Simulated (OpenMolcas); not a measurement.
# Levels of neutral boron by method

- Program: OpenMolcas
- Basis: ANO-R2 [4s4p2d1f]
- Scalar Hamiltonian: X2C, finite nucleus
- Active space: 3 electrons in 4 orbitals (2s 2p)
- State averaging: 2S+1 = 4 odd, 1 root (0 in the spin-orbit step); 2S+1 = 2 odd, 3 roots; 2S+1 = 4 even, 3 roots; 2S+1 = 2 even, 5 roots
- Spin-orbit coupling: RASSI with atomic mean-field integrals over the reference wave functions, term energies averaged over their components

Methods on the same reference wave functions:
A. CASSCF
B. SS-CASPT2, IPEA 0.25 Eh, imaginary shift 0.1 Eh (closed shells correlated: 1s)

Energies in cm-1 above 2s2 2p 2P* 1/2, the measured ground level; measured values from NIST Handbook of Basic Atomic Spectroscopic Data.

```json
{"Level": "2s2 2p 2P* 1/2", "A": "0.0", "B": "0.0", "Measured": "0.0"}
{"Level": "2s2 2p 2P* 3/2", "A": "14.3", "B": "14.3", "Measured": "15.3"}
{"Level": "2s 2p2 4P 1/2", "A": "24128", "B": "27490", "Measured": "28870"}
{"Level": "2s 2p2 4P 3/2", "A": "24133", "B": "27500", "Measured": "28875"}
{"Level": "2s 2p2 4P 5/2", "A": "24142", "B": "27510", "Measured": "28881"}
{"Level": "2s 2p2 2D 3/2", "A": "54600", "B": "49360", "Measured": "47857"}
{"Level": "2s 2p2 2D 5/2", "A": "54600", "B": "49360", "Measured": "47857"}
```

Deviations, from unrounded energies. A percentage is the sum of absolute deviations over the sum of measured energies, with the sign that they share, or ± where signs differ.

| Against measurement | Levels | A | B |
| --- | --- | --- | --- |
| mean absolute deviation (cm-1) | 6 | 4600 | 1200 |
| fine structure of the ground term (%) | 1 | -6.4 | -6.4 |
| other configurations (%) | 5 | ±15.2 | ±3.9 |

B lies closest to measurement on these levels. The largest miss of B in the table is 2s 2p2 2D 5/2, by +1500 cm-1. The ranking rests on the paired levels alone, and a cruder setting can come out closer through cancelling errors.

The lowest spin-free term lies below A's lowest term by 0.039 hartree in B.

CASPT2 does not keep the components of a term degenerate, so their means are used; among the terms shown or strongly mixed into the levels shown the widest spread is 13 cm-1 (2s 2p2 2D, B). Without dynamic correlation excited terms often stand tens of per cent too high (terms of higher spin than the ground term too low), and those without a measured partner can miss by more than the paired ones (holds for A). Computed and measured levels are paired by configuration, term and J; levels that our copy of the source lacks, or whose pairing is in doubt (as where it misses far off the trend of its configuration), stay unpaired and out of the deviations. Levels of configurations outside the active space are missing.

* marks odd parity.
